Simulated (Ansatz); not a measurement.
Molecule: sum formula HPO (charge 0, singlet). 
Structure (B3LYP-D3(BJ)/def2-TZVP (Ansatz, a program for electronic structure) minimum search):
SMILES: O=P
```xyz
3

P     -0.0445    -0.0418    -0.4790
O     -0.0789     0.0248     1.0025
H      1.2993     0.4287    -0.8354
```

Basis-set convergence of Hartree-Fock and MP2 correlation energies (hartree) with Ansatz. Cores are frozen in the correlated levels unless marked. Spin-orbit coupling is left out. Non-relativistic.

The Hartree-Fock reference is unstable (checked in the largest basis), which strains HF and MP2. 

| basis | functions | E(HF) | E(corr, MP2) |
|---|---|---|---|
| cc-pV(D+d)Z | 42 | -416.15315 | -0.30374 |
| cc-pV(T+d)Z | 83 | -416.20286 | -0.38172 |
| cc-pV(Q+d)Z | 149 | -416.21356 | -0.41135 |
| cc-pV(5+d)Z | 246 | -416.21621 | -0.42413 |

Extrapolating the two largest sets (X = 4 and 5) as X^-3: E(corr) = (125·(-0.42413) - 64·(-0.41135))/61 = -0.4375 Eh, an estimate of the basis-set limit. The largest set recovers 96.9 % of it, the smallest 69.4 %.
